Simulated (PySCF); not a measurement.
# Working out the excitation energy of F

F [He] 2s2 2p5 (2P) → F [He] 2s1 2p6 (2S). Calculation: PySCF 2.14, in aug-cc-pwCVTZ (7s6p4d2f, 59 functions); the non-relativistic Hamiltonian (point nucleus). Frozen: 1s2. Energies in hartree (1 hartree = 27.21139 eV):

```json
{"part": "UHF", "F (lower)": "-99.406944", "F (upper)": "-98.528803"}
{"part": "CCSD correlation", "F (lower)": "-0.223021", "F (upper)": "-0.328558"}
{"part": "(T)", "F (lower)": "-0.004676", "F (upper)": "-0.058114"}
```

Problem. What does Hartree-Fock give?

Solution. (-98.528803) − (-99.406944) = 0.878141 hartree = 23.895 eV.

Problem. What do CCSD and CCSD(T) give?

Solution. The CCSD correlation energies differ by -0.105537 hartree = -2.872 eV and the triples by -0.053438 hartree = -1.454 eV, so CCSD gives 21.023 eV and CCSD(T) 19.569 eV.

The upper state lies above the first ionisation limit, where it may autoionise and the basis confines it.

The coupled-cluster amplitudes are large, so a single reference is strained.
